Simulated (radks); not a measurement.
Results of a calculation; reference values are marked as such.
The lithium ion Li2+ inside a hard spherical wall (all orbitals vanish at R), configuration held at 1s1 and not refilled when levels cross. Level of theory: scalar-relativistic Kohn-Sham, LDA (Slater exchange, Perdew-Wang correlation), spin-polarised, spherical densities, point nucleus; open shells are filled with parallel spins first (a radial shooting solver on a logarithmic mesh with Libxc functionals). Eigenvalues in eV for spin up, with the zero of energy where the potential of the charges vanishes at infinity; a dash marks a level that is unbound or too diffuse for the functional's potential to be trusted. A positive occupied level is held by the wall or, in an anion where self-interaction has pushed it up, behind a barrier. The pressure on the wall is -dE/dV.

| R (bohr) | E (hartree) | kinetic (hartree) | e(1s) | e(2s, empty) | e(2p, empty) | pressure (GPa) |
|---|---|---|---|---|---|---|
| free | -4.40264 | 4.382 | -102.01 | -18.555 | -17.285 | 0 |
| 15 | -4.40264 | 4.382 | -102.01 | -18.555 | -17.285 | < 0.0001 |
| 12 | -4.40264 | 4.382 | -102.01 | -18.555 | -17.285 | < 0.0001 |
| 10 | -4.40264 | 4.382 | -102.01 | -18.554 | -17.285 | < 0.0001 |
| 8 | -4.40264 | 4.382 | -102.01 | -18.553 | -17.283 | < 0.0001 |
| 7 | -4.40264 | 4.382 | -102.01 | -18.542 | -17.276 | < 0.0001 |
| 4 | -4.40264 | 4.382 | -102.01 | -16.929 | -16.284 | 0.000324 |
| 3.5 | -4.40264 | 4.382 | -102.01 | -15.104 | -15.211 | 0.00527 |
| 3 | -4.40257 | 4.383 | -102.00 | -11.166 | -12.975 | 0.0856 |
| 2.5 | -4.40187 | 4.390 | -101.96 | -2.251 | -8.116 | 1.39 |
| 2 | -4.39445 | 4.449 | -101.59 | 19.645 | 3.309 | 22.3 |
